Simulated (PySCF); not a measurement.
Stretching MnC

Set-up: Mn def2-TZVPP, C def2-TZVPP; no relativity (PySCF 2.14). Energies in eV from Mn (3d5 4s2) + C in their ground configurations at the same level. State: Ms = 1.5 determinant of mixed spin (⟨S²⟩ near 5.4), unpaired electrons σ ↑, δ ↑↑.

All columns are PBE0. A positive dipole means Mn(−)C(+).

```csv
R (Å),E (eV),μ (D),Mulliken charge on Mn (basis-dependent),HOMO (eV),LUMO (eV),Mayer bond order,⟨S²⟩
1.512,-2.861,-2.43,0.37,-5.36,-2.20,2.97,4.35
1.582,-3.066,-2.61,0.36,-5.44,-2.22,2.64,4.66
1.653,-3.184,-2.71,0.34,-5.50,-2.22,2.33,4.97
1.705,-3.231,-2.77,0.33,-5.55,-2.22,2.13,5.18
1.758,-3.246,-2.82,0.31,-5.60,-2.22,1.97,5.36
1.811,-3.233,-2.88,0.30,-5.65,-2.23,1.82,5.52
1.881,-3.180,-2.97,0.30,-5.73,-2.24,1.66,5.69
1.969,-3.065,-3.13,0.31,-5.83,-2.26,1.49,5.85
2.074,-2.876,-3.36,0.33,-5.97,-2.31,1.33,5.99
2.215,-2.571,-3.73,0.37,-6.16,-2.41,1.17,6.12
```

A fit through these points gives, at Re = 1.759 Å, μ = -2.82 D and dμ/dR = -1.04 D/Å; the reduced mass is 9.849 u.

Question: How strong is the fundamental in the double-harmonic approximation, I = 42.26·(dμ/dR)²/μred km/mol?

Answer: I = 42.26·(-1.04)²/9.849 = 4.64 km/mol at PBE0.

The metal atom is held in its measured ground configuration; semilocal functionals can put another filling of s and d lower by some tenths of an eV, and De to that atom would be smaller. ⟨S²⟩ of the unrestricted solution departs from its pure value on part of the curve, where spin states mix. The state is the lowest single determinant that the PBE0 search found; with open d or f shells the true ground state can be another one.
